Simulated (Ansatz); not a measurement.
The molecule AlO, multiplicity 2 (the spin of the measured ground state). The T1 diagnostic near the minimum is 0.104, so single-reference values are doubtful.

D_e counts from the fitted minimum to each atom's lowest state at the same level, without counterpoise.

Codes used: Ansatz (an electronic-structure program). Values without a source in brackets are computed.

```
level                 bond energy D_e (kcal/mol)
--------------------  --------------------------
SVWN5/def2-TZVPP                          153.06
PBE/def2-TZVPP                            131.38
r2SCAN/def2-TZVPP                         125.47
B97M-V/def2-TZVPP                         123.20
PBE0/def2-TZVPP                           116.40
BHLYP/def2-TZVPP                             [?]
CAM-B3LYP/def2-TZVPP                      119.09
wB97X-V/def2-TZVPP                        118.06
wB97M-V/def2-TZVPP                        119.73
```

### Question
Some entries are withheld; supply them.

### Answer

- BHLYP/def2-TZVPP, bond energy D_e (kcal/mol): 102.83
